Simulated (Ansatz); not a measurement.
Ansatz (an electronic-structure program) job for Ge(OMe)4 (C₄H₁₂GeO₄), SMILES [O](C)[Ge]([O]C)([O]C)[O]C, PBE-D3(BJ)/def2-SVP. 

Ansatz 0.2 input:
```yaml
crystal:
  periodic: [false, false, false]
  atoms:
    - {symbol: C, position_ang: [-0.79801442, -2.35217116, -1.34808847]}
    - {symbol: O, position_ang: [-0.64749473, -0.94008708, -1.32303277]}
    - {symbol: Ge, position_ang: [0.00105624, -0.00036361, 0.00053654]}
    - {symbol: O, position_ang: [-0.41723390, 1.66171421, -0.34355454]}
    - {symbol: C, position_ang: [-1.66172220, 2.12127249, -0.85054209]}
    - {symbol: O, position_ang: [-0.66704275, -0.70033082, 1.45634822]}
    - {symbol: C, position_ang: [-0.22765326, -0.44342262, 2.78228572]}
    - {symbol: O, position_ang: [1.73538538, -0.02082097, 0.21224900]}
    - {symbol: C, position_ang: [2.68128762, 0.67512328, -0.58687361]}
    - {symbol: H, position_ang: [-1.39884776, -2.57711011, -2.23047097]}
    - {symbol: H, position_ang: [-1.30790539, -2.71175420, -0.45458346]}
    - {symbol: H, position_ang: [0.17117208, -2.84726994, -1.42981785]}
    - {symbol: H, position_ang: [-2.43775645, 2.07017671, -0.08470193]}
    - {symbol: H, position_ang: [-1.97627726, 1.53929004, -1.71658663]}
    - {symbol: H, position_ang: [-1.50502578, 3.16060308, -1.14310831]}
    - {symbol: H, position_ang: [0.85206174, -0.56161029, 2.87132567]}
    - {symbol: H, position_ang: [-0.50374954, 0.56435862, 3.09734990]}
    - {symbol: H, position_ang: [-0.73146449, -1.17520647, 3.41543775]}
    - {symbol: H, position_ang: [2.76869620, 0.21922021, -1.57462054]}
    - {symbol: H, position_ang: [2.40776808, 1.72383389, -0.70099644]}
    - {symbol: H, position_ang: [3.63523015, 0.59848942, -0.06316474]}
basis:
  gaussian:
    orbitals: def2-SVP
hamiltonian:
  xc: pbe
  dispersion: d3bj
relax: {f_tol: 0.002, max_steps: 200}
```

Program output:

```
WARN ansatz: RAYON_NUM_THREADS=2 ignored (pool sized by the plan → 2); use --threads N
Functional definition: PBE
integrals: 0.22 GiB planned
2251 factors; their error is unknown
mean field: 1.05 GiB planned
mean field evaluation 1: about -68989.7439 eV, gradient 1.0e2 eV
mean field evaluation 2: about -68946.9628 eV, gradient 1.8e2 eV
mean field evaluation 4: about -69011.2858 eV, gradient 8.7e0 eV
mean field evaluation 8: about -69011.3319 eV, gradient 2.2e-1 eV
mean field evaluation 16: about -69011.3320 eV, gradient 5.0e-5 eV
mean field -69011.33198494 eV, -2536.1196728856 hartree, gradient 5.0e-5 eV, S^2 0.000000; 0 other end points of the search recorded, 0 dependent functions left out
the calculation of the forces begins
reference -69011.33203372 eV, -2536.1196746783 hartree; 50, 50 occupied and 154, 154 virtual orbitals, 2251 factors
relax step   1: F+E_penalty+E_count = -69011.77192036 eV  Δ(F+E_penalty+E_count) = +0.000e0 eV  max|allowed force component| = 9.374e-1 eV/Å  Δτ_max = 0.0000 Å  (28 SCF iters, accepted)
these checks for a lower state are left out or cut short: starts, cluster_reference, orbital_swaps, neighbouring_geometries, increment
integrals: 0.22 GiB planned
2251 factors; their error is unknown
mean field: 1.05 GiB planned
mean field -69011.48156282 eV, -2536.1251697715 hartree, gradient 2.0e-5 eV, S^2 0.000000; 0 other end points of the search recorded, 0 dependent functions left out
the calculation of the forces begins
reference -69011.48161145 eV, -2536.1251715586 hartree; 50, 50 occupied and 154, 154 virtual orbitals, 2251 factors
relax step   2: F+E_penalty+E_count = -69011.92147380 eV  Δ(F+E_penalty+E_count) = -1.496e-1 eV  max|allowed force component| = 4.865e-1 eV/Å  Δτ_max = 0.0325 Å  (29 SCF iters, accepted)
these checks for a lower state are left out or cut short: starts, cluster_reference, orbital_swaps, neighbouring_geometries, increment
integrals: 0.22 GiB planned
2251 factors; their error is unknown
mean field: 1.05 GiB planned
mean field -69011.52613527 eV, -2536.1268077787 hartree, gradient 9.2e-6 eV, S^2 0.000000; 0 other end points of the search recorded, 0 dependent functions left out
the calculation of the forces begins
reference -69011.52618341 eV, -2536.1268095477 hartree; 50, 50 occupied and 154, 154 virtual orbitals, 2251 factors
relax step   3: F+E_penalty+E_count = -69011.96981682 eV  Δ(F+E_penalty+E_count) = -4.834e-2 eV  max|allowed force component| = 8.227e-2 eV/Å  Δτ_max = 0.0508 Å  (31 SCF iters, accepted)
these checks for a lower state are left out or cut short: starts, cluster_reference, orbital_swaps, neighbouring_geometries, increment
integrals: 0.22 GiB planned
2251 factors; their error is unknown
mean field: 1.05 GiB planned
mean field evaluation 32: about -69011.6289 eV, gradient 1.4e0 eV
mean field -69011.52720782 eV, -2536.1268471942 hartree, gradient 1.8e-5 eV, S^2 0.000000; 0 other end points of the search recorded, 0 dependent functions left out
the calculation of the forces begins
reference -69011.52725581 eV, -2536.1268489579 hartree; 50, 50 occupied and 154, 154 virtual orbitals, 2251 factors
relax step   4: F+E_penalty+E_count = -69011.97313113 eV  Δ(F+E_penalty+E_count) = -3.314e-3 eV  max|allowed force component| = 6.960e-2 eV/Å  Δτ_max = 0.0203 Å  (30 SCF iters, accepted)
these checks for a lower state are left out or cut short: starts, cluster_reference, orbital_swaps, neighbouring_geometries, increment
integrals: 0.22 GiB planned
2251 factors; their error is unknown
mean field: 1.05 GiB planned
mean field -69011.52699392 eV, -2536.1268393335 hartree, gradient 1.8e-5 eV, S^2 0.000000; 0 other end points of the search recorded, 0 dependent functions left out
the calculation of the forces begins
reference -69011.52704182 eV, -2536.1268410937 hartree; 50, 50 occupied and 154, 154 virtual orbitals, 2251 factors
relax step   5: F+E_penalty+E_count = -69011.97394725 eV  Δ(F+E_penalty+E_count) = -8.161e-4 eV  max|allowed force component| = 2.311e-2 eV/Å  Δτ_max = 0.0196 Å  (30 SCF iters, accepted)
these checks for a lower state are left out or cut short: starts, cluster_reference, orbital_swaps, neighbouring_geometries, increment
integrals: 0.22 GiB planned
2251 factors; their error is unknown
mean field: 1.05 GiB planned
mean field -69011.52731721 eV, -2536.1268512143 hartree, gradient 1.8e-5 eV, S^2 0.000000; 0 other end points of the search recorded, 0 dependent functions left out
the calculation of the forces begins
reference -69011.52736509 eV, -2536.1268529738 hartree; 50, 50 occupied and 154, 154 virtual orbitals, 2251 factors
relax step   6: F+E_penalty+E_count = -69011.97417372 eV  Δ(F+E_penalty+E_count) = -2.265e-4 eV  max|allowed force component| = 1.166e-2 eV/Å  Δτ_max = 0.0147 Å  (31 SCF iters, accepted)
these checks for a lower state are left out or cut short: starts, cluster_reference, orbital_swaps, neighbouring_geometries, increment
integrals: 0.22 GiB planned
2251 factors; their error is unknown
mean field: 1.06 GiB planned
mean field -69011.52740815 eV, -2536.1268545561 hartree, gradient 1.8e-5 eV, S^2 0.000000; 0 other end points of the search recorded, 0 dependent functions left out
the calculation of the forces begins
reference -69011.52745593 eV, -2536.1268563121 hartree; 50, 50 occupied and 154, 154 virtual orbitals, 2251 factors
relax step   7: F+E_penalty+E_count = -69011.97459875 eV  Δ(F+E_penalty+E_count) = -4.250e-4 eV  max|allowed force component| = 2.295e-2 eV/Å  Δτ_max = 0.0324 Å  (30 SCF iters, accepted)
these checks for a lower state are left out or cut short: starts, cluster_reference, orbital_swaps, neighbouring_geometries, increment
integrals: 0.22 GiB planned
2251 factors; their error is unknown
mean field: 1.06 GiB planned
mean field evaluation 64: about -69011.5275 eV, gradient 6.3e-4 eV
mean field -69011.52745660 eV, -2536.1268563367 hartree, gradient 1.8e-5 eV, S^2 0.000000; 0 other end points of the search recorded, 0 dependent functions left out
the calculation of the forces begins
reference -69011.52750427 eV, -2536.1268580885 hartree; 50, 50 occupied and 154, 154 virtual orbitals, 2251 factors
relax step   8: F+E_penalty+E_count = -69011.97484831 eV  Δ(F+E_penalty+E_count) = -2.496e-4 eV  max|allowed force component| = 2.670e-2 eV/Å  Δτ_max = 0.0357 Å  (31 SCF iters, accepted)
these checks for a lower state are left out or cut short: starts, cluster_reference, orbital_swaps, neighbouring_geometries, increment
integrals: 0.22 GiB planned
2251 factors; their error is unknown
mean field: 1.06 GiB planned
mean field -69011.52742610 eV, -2536.1268552159 hartree, gradient 1.7e-5 eV, S^2 0.000000; 0 other end points of the search recorded, 0 dependent functions left out
the calculation of the forces begins
reference -69011.52747370 eV, -2536.1268569652 hartree; 50, 50 occupied and 154, 154 virtual orbitals, 2251 factors
relax step   9: F+E_penalty+E_count = -69011.97495629 eV  Δ(F+E_penalty+E_count) = -1.080e-4 eV  max|allowed force component| = 1.556e-2 eV/Å  Δτ_max = 0.0218 Å  (31 SCF iters, accepted)
these checks for a lower state are left out or cut short: starts, cluster_reference, orbital_swaps, neighbouring_geometries, increment
integrals: 0.22 GiB planned
2251 factors; their error is unknown
mean field: 1.06 GiB planned
mean field -69011.52737922 eV, -2536.1268534930 hartree, gradient 1.8e-5 eV, S^2 0.000000; 0 other end points of the search recorded, 0 dependent functions left out
the calculation of the forces begins
reference -69011.52742676 eV, -2536.1268552399 hartree; 50, 50 occupied and 154, 154 virtual orbitals, 2251 factors
relax step  10: F+E_penalty+E_count = -69011.97505010 eV  Δ(F+E_penalty+E_count) = -9.381e-5 eV  max|allowed force component| = 6.479e-3 eV/Å  Δτ_max = 0.0264 Å  (30 SCF iters, accepted)
these checks for a lower state are left out or cut short: starts, cluster_reference, orbital_swaps, neighbouring_geometries, increment
integrals: 0.22 GiB planned
2251 factors; their error is unknown
mean field: 1.06 GiB planned
mean field -69011.52733596 eV, -2536.1268519032 hartree, gradient 1.8e-5 eV, S^2 0.000000; 0 other end points of the search recorded, 0 dependent functions left out
the calculation of the forces begins
reference -69011.52738346 eV, -2536.1268536487 hartree; 50, 50 occupied and 154, 154 virtual orbitals, 2251 factors
relax step  11: F+E_penalty+E_count = -69011.97509778 eV  Δ(F+E_penalty+E_count) = -4.768e-5 eV  max|allowed force component| = 1.145e-2 eV/Å  Δτ_max = 0.0177 Å  (31 SCF iters, accepted)
these checks for a lower state are left out or cut short: starts, cluster_reference, orbital_swaps, neighbouring_geometries, increment
integrals: 0.22 GiB planned
2251 factors; their error is unknown
mean field: 1.06 GiB planned
mean field -69011.52731040 eV, -2536.1268509640 hartree, gradient 1.8e-5 eV, S^2 0.000000; 0 other end points of the search recorded, 0 dependent functions left out
the calculation of the forces begins
reference -69011.52735789 eV, -2536.1268527091 hartree; 50, 50 occupied and 154, 154 virtual orbitals, 2251 factors
relax step  12: F+E_penalty+E_count = -69011.97512063 eV  Δ(F+E_penalty+E_count) = -2.285e-5 eV  max|allowed force component| = 8.878e-3 eV/Å  Δτ_max = 0.0082 Å  (30 SCF iters, accepted)
these checks for a lower state are left out or cut short: starts, cluster_reference, orbital_swaps, neighbouring_geometries, increment
integrals: 0.22 GiB planned
2251 factors; their error is unknown
mean field: 1.06 GiB planned
mean field evaluation 96: about -69011.5271 eV, gradient 2.3e-1 eV
mean field -69011.52730903 eV, -2536.1268509136 hartree, gradient 1.1e-5 eV, S^2 0.000000; 0 other end points of the search recorded, 0 dependent functions left out
the calculation of the forces begins
reference -69011.52735652 eV, -2536.1268526587 hartree; 50, 50 occupied and 154, 154 virtual orbitals, 2251 factors
relax step  13: F+E_penalty+E_count = -69011.97512835 eV  Δ(F+E_penalty+E_count) = -7.717e-6 eV  max|allowed force component| = 3.086e-3 eV/Å  Δτ_max = 0.0046 Å  (25 SCF iters, accepted)
these checks for a lower state are left out or cut short: starts, cluster_reference, orbital_swaps, neighbouring_geometries, increment
integrals: 0.22 GiB planned
2251 factors; their error is unknown
mean field: 1.06 GiB planned
mean field -69011.52730293 eV, -2536.1268506894 hartree, gradient 1.7e-5 eV, S^2 0.000000; 0 other end points of the search recorded, 0 dependent functions left out
the calculation of the forces begins
reference -69011.52735042 eV, -2536.1268524346 hartree; 50, 50 occupied and 154, 154 virtual orbitals, 2251 factors
relax step  14: F+E_penalty+E_count = -69011.97512953 eV  Δ(F+E_penalty+E_count) = -1.183e-6 eV  max|allowed force component| = 6.182e-4 eV/Å  Δτ_max = 0.0008 Å  (22 SCF iters, accepted)
integrals: 0.22 GiB planned
2251 factors; their error is unknown
mean field: 1.06 GiB planned
mean field -69011.52730293 eV, -2536.1268506894 hartree, gradient 1.7e-5 eV, S^2 0.000000; 1 other end points of the search recorded, 0 dependent functions left out
the calculation of the forces begins
reference -69011.52735042 eV, -2536.1268524346 hartree; 50, 50 occupied and 154, 154 virtual orbitals, 2251 factors
Total energy: -69011.97517702 eV, -2536.1433097585 hartree
Atom 0 at    -0.686447    -2.301401    -1.383637 Å, force     0.000065    -0.000618    -0.000122 eV/Å
Atom 1 at    -0.634284    -0.879005    -1.412353 Å, force    -0.000005     0.000355    -0.000063 eV/Å
Atom 2 at    -0.001204     0.000282    -0.000731 Å, force     0.000073     0.000064     0.000052 eV/Å
Atom 3 at    -0.349968     1.722338    -0.282726 Å, force     0.000238    -0.000101     0.000167 eV/Å
Atom 4 at    -1.646272     2.108964    -0.726422 Å, force    -0.000598     0.000331    -0.000088 eV/Å
Atom 5 at    -0.775182    -0.721217     1.430010 Å, force    -0.000018    -0.000029    -0.000126 eV/Å
Atom 6 at    -0.314216    -0.363587     2.728621 Å, force    -0.000115     0.000070     0.000528 eV/Å
Atom 7 at     1.754590    -0.120964     0.262177 Å, force    -0.000074    -0.000028    -0.000030 eV/Å
Atom 8 at     2.641657     0.556742    -0.621340 Å, force     0.000525    -0.000003    -0.000260 eV/Å
Atom 9 at    -1.256010    -2.636596    -2.274878 Å, force     0.000258     0.000102     0.000425 eV/Å
Atom 10 at    -1.197236    -2.686308    -0.473739 Å, force     0.000204     0.000024    -0.000333 eV/Å
Atom 11 at     0.328619    -2.757709    -1.431231 Å, force    -0.000464     0.000106     0.000028 eV/Å
Atom 12 at    -2.415613     1.980650     0.068873 Å, force     0.000306     0.000080    -0.000368 eV/Å
Atom 13 at    -1.973952     1.535723    -1.621409 Å, force     0.000037     0.000188     0.000344 eV/Å
Atom 14 at    -1.604744     3.184966    -0.993927 Å, force    -0.000053    -0.000480     0.000037 eV/Å
Atom 15 at     0.787299    -0.477937     2.831370 Å, force    -0.000346     0.000093    -0.000002 eV/Å
Atom 16 at    -0.580481     0.685445     2.992200 Å, force     0.000199    -0.000431    -0.000092 eV/Å
Atom 17 at    -0.807264    -1.037248     3.459482 Å, force     0.000233     0.000331    -0.000320 eV/Å
Atom 18 at     2.661030     0.090406    -1.632773 Å, force    -0.000045     0.000261     0.000407 eV/Å
Atom 19 at     2.379504     1.631076    -0.739913 Å, force     0.000033    -0.000372     0.000003 eV/Å
Atom 20 at     3.662644     0.489314    -0.192262 Å, force    -0.000453     0.000059    -0.000184 eV/Å
Dipole moment:    -0.000051    -0.000081     0.000047 e Å
```

The calculation finished and met its thresholds.
